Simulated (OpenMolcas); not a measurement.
**What dynamic correlation does to the levels of Ge IV**

| Quantity | Value |
| --- | --- |
| Program | OpenMolcas 26.06 |
| Basis | ANO-RCC-VQZP [7s6p4d2f1g] |
| Scalar Hamiltonian | DKH2, point nucleus |
| Active space | 1 electron in 9 orbitals (RAS2 4s 4p; RAS3 4d, at most 1 electron) |
| State averaging | 2S+1 = 2 even, 1 root; 2S+1 = 2 odd, 3 roots |
| Spin-orbit coupling | RASSI with atomic mean-field integrals over the reference wave functions, term energies averaged over their components |

Methods on the same reference wave functions:
A. RASSCF
B. SS-RASPT2, IPEA 0.25 Eh, imaginary shift 0.1 Eh (closed shells correlated: 3d)

Energies in cm-1 above 4s 2S 1/2, the measured ground level; measured values from Sugar and Musgrove, J. Phys. Chem. Ref. Data 22, 1213 (1993).

```tsv
Level	A	B	Measured
4s 2S 1/2	0.0	0.0	0.0
4p 2P* 1/2	79359	81599	81311
4p 2P* 3/2	81685	83926	84102
```

Deviations, from unrounded energies. A percentage is the sum of absolute deviations over the sum of measured energies, with the sign that they share, or ± where signs differ.

```csv
Against measurement,Levels,A,B
mean absolute deviation (cm-1),2,2200,230
other configurations (%),2,-2.6,±0.3
```

B lies closest to measurement on these levels. The largest miss of B in the table is 4p 2P* 1/2, by +290 cm-1. The ranking rests on the paired levels alone, and a cruder setting can come out closer through cancelling errors.

The lowest spin-free term lies below A's lowest term by 0.404 hartree in B.

With one active electron outside closed inactive shells, the extra shells (4d) add no correlation to the reference. With one active electron the reference holds no correlation, so core polarisation is missing (holds for A). With one active electron, CASPT2 adds the correlation within the correlated inactive shells and between them and that electron, and leaves the splitting within a term as the reference gives it (holds for B). Computed and measured levels are paired by configuration, term and J; levels that our copy of the source lacks, or whose pairing is in doubt (as where it misses far off the trend of its configuration), stay unpaired and out of the deviations. Levels of configurations outside the active space are missing.

* marks odd parity.
